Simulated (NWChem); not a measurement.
System: C₃H₅BF₂; SMILES C1(B(F)F)CC1

NWChem printed, in part:

```
             Northwest Computational Chemistry Package (NWChem) 7.3.0
             --------------------------------------------------------

 C1  symmetry detected

                             Geometry "geometry" -> ""
                             -------------------------

 Output coordinates in angstroms (scale by  1.889725989 to convert to a.u.)

  No.       Tag          Charge          X              Y              Z
 ---- ---------------- ---------- -------------- -------------- --------------
    1 F                    9.0000     1.26208858     1.09112546    -0.00071066
    2 B                    5.0000    -0.04005355     0.86500113     0.00018652
    3 F                    9.0000    -0.77220226     1.96494134     0.00024451
    4 C                    6.0000    -0.64914391    -0.55599126     0.00111977
    5 C                    6.0000     0.05049373    -1.68427826    -0.74054507
    6 C                    6.0000     0.05356609    -1.68444129     0.73989518
    7 H                    1.0000    -1.73127776    -0.61096500     0.00305991
    8 H                    1.0000    -0.57741560    -2.38934471    -1.26258041
    9 H                    1.0000     0.96873196    -1.44556538    -1.25430746
   10 H                    1.0000    -0.57217187    -2.38962386     1.26437631
   11 H                    1.0000     0.97392867    -1.44584297     1.24989507

 Effective nuclear repulsion energy (a.u.)     220.4318252584

                                Z-matrix (autoz)
                                --------

 Units are Angstrom for bonds and degrees for angles

[...]

      ----------------------
      Optimization converged
      ----------------------

  Step       Energy      Delta E   Gmax     Grms     Xrms     Xmax
  ---- ---------------- -------- -------- -------- -------- --------
@    8    -341.35031060 -9.1D-08  0.00003  0.00001  0.00029  0.00070
                                     ok       ok       ok       ok

                                Z-matrix (autoz)
                                --------

 Units are Angstrom for bonds and degrees for angles

[...]

 Rotational Constants
 --------------------
 A=   0.231751 cm-1  (  0.333430 K)
 B=   0.082279 cm-1  (  0.118379 K)
 C=   0.070678 cm-1  (  0.101688 K)

 Temperature                      =   298.15K
 frequency scaling parameter      =   1.0000

 Zero-Point correction to Energy  =   51.517 kcal/mol  (  0.082097 au)
 Thermal correction to Energy     =   55.268 kcal/mol  (  0.088074 au)
 Thermal correction to Enthalpy   =   55.860 kcal/mol  (  0.089018 au)

 Total Entropy                    =   78.041 cal/mol-K
   - Translational                =   39.388 cal/mol-K (mol. weight =  90.0452)
   - Rotational                   =   26.572 cal/mol-K (symmetry #  =        1)
   - Vibrational                  =   12.080 cal/mol-K

 Cv (constant volume heat capacity) =   20.281 cal/mol-K
   - Translational                  =    2.979 cal/mol-K
   - Rotational                     =    2.979 cal/mol-K
   - Vibrational                    =   14.322 cal/mol-K

[normal modes left out]

 ----------------------------------------------------------------------------
 Normal Eigenvalue ||           Projected Infra Red Intensities
  Mode   [cm**-1]  || [atomic units] [(debye/angs)**2] [(KM/mol)] [arbitrary]
 ------ ---------- || -------------- ----------------- ---------- -----------
    1       -0.000 ||    0.000065           0.001         0.063       0.023
    2       -0.000 ||    0.000319           0.007         0.311       0.112
    3        0.000 ||    0.000604           0.014         0.589       0.212
    4        0.000 ||    0.000041           0.001         0.040       0.015
    5        0.000 ||    0.000277           0.006         0.270       0.097
    6        0.000 ||    0.000350           0.008         0.342       0.123
    7       68.569 ||    0.000018           0.000         0.018       0.006
    8      177.094 ||    0.000503           0.012         0.490       0.177
    9      190.377 ||    0.000203           0.005         0.198       0.071
   10      385.773 ||    0.005101           0.118         4.973       1.793
   11      516.535 ||    0.012101           0.279        11.796       4.254
   12      679.524 ||    0.040313           0.930        39.299      14.173
   13      742.681 ||    0.000753           0.017         0.734       0.265
   14      800.281 ||    0.000140           0.003         0.137       0.049
   15      846.604 ||    0.016847           0.389        16.423       5.923
   16      887.615 ||    0.001716           0.040         1.673       0.603
   17      966.301 ||    0.033456           0.772        32.615      11.762
   18     1034.641 ||    0.030119           0.695        29.361      10.589
   19     1065.417 ||    0.000673           0.016         0.657       0.237
   20     1081.750 ||    0.003880           0.090         3.783       1.364
   21     1124.321 ||    0.003863           0.089         3.766       1.358
   22     1188.763 ||    0.000157           0.004         0.153       0.055
   23     1218.056 ||    0.041664           0.961        40.616      14.648
   24     1255.294 ||    0.099813           2.303        97.303      35.091
   25     1409.086 ||    0.236379           5.453       230.434      83.103
   26     1437.042 ||    0.004305           0.099         4.197       1.514
   27     1452.028 ||    0.293691           6.776       286.305     103.252
   28     1505.126 ||    0.092608           2.137        90.279      32.558
   29     3153.904 ||    0.008865           0.205         8.642       3.117
   30     3159.116 ||    0.004318           0.100         4.209       1.518
   31     3197.332 ||    0.002315           0.053         2.257       0.814
   32     3250.143 ||    0.000006           0.000         0.006       0.002
   33     3260.291 ||    0.003192           0.074         3.112       1.122
 ----------------------------------------------------------------------------
```

Level: PBE0/def2-SVP. 

Task: Reconstruct the input file.

Result: Several could match; the one computed here: the input that was run:
```
start job
memory heap 200 mb stack 900 mb global 1100 mb
geometry units angstroms
  F      1.170993    -0.211566     1.028064
  B      0.708966     0.002094    -0.191603
  F      1.654235     0.109889    -1.108531
  C     -0.798757     0.115295    -0.514354
  C     -1.807413    -0.718777     0.259938
  C     -1.748004     0.741610     0.495423
  H     -1.052113     0.292745    -1.552796
  H     -2.636365    -1.125534    -0.298002
  H     -1.424220    -1.376564     1.024514
  H     -2.534961     1.367194     0.103946
  H     -1.323730     1.093718     1.422843
end
basis spherical
  * library def2-svp
end
dft
  xc pbe0
  iterations 150
end
driver
  maxiter 120
end
task dft optimize
task dft freq
```
